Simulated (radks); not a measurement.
The numbers below are computed, except where a source is named.
Valence configurations of the gold ion Au+ (all share [Xe]). Level of theory: non-relativistic Kohn-Sham, PBE, spin-polarised, spherical densities, point nucleus; open shells are filled with parallel spins first (spin-orbit coupling, left out, can overturn this in heavy ions); relativity is left out, which matters for an element this heavy (a radial shooting solver on a logarithmic mesh with Libxc functionals). Energies are relative to 4f14 5d10; eigenvalues in eV for spin up.

| valence | E (eV) | moment (Bohr magnetons) | e(4f) | e(5d) | e(6p) | e(6s) |
|---|---|---|---|---|---|---|
| 4f14 5d10 | 0.000 | 0 | -102.16 | -15.834 | - | - |
| 4f13.5 5d10 6s0.5 | 47.499 | 1 | -110.67 | -18.120 | - | -11.548 |
| 4f13 5d10 6p1 | 103.52 | 2 | -120.78 | -21.768 | -8.214 | - |
| 4f13 5d10 6s1 | 98.531 | 2 | -119.43 | -20.518 | - | -12.476 |
| 4f13 5d10 6s0.5 6p0.5 | 101.02 | 2 | -120.12 | -21.152 | -7.877 | -12.871 |
| 4f14 5d9 6s1 | 5.649 | 2 | -106.54 | -19.465 | - | -12.472 |
| 4f13 5d9 6s2 | 107.84 | 2 | -124.30 | -24.278 | - | -13.626 |
| 4f14 5d8 6p2 | 23.342 | 4 | -113.56 | -25.349 | -9.913 | - |
| 4f14 5d8.5 6s1.5 | 9.409 | 2 | -108.86 | -21.246 | - | -13.041 |
| 4f12.5 5d10 6s0.5 6p1 | 158.49 | 3 | -129.75 | -24.235 | -8.818 | -14.148 |

NIST lists [Xe] 4f14 5d10 as the ground configuration; this level of theory agrees among the configurations tried. The energies are those of spherical high-spin densities, not of single terms. Relativity is left out, which favours d and f over s occupation in heavy atoms.
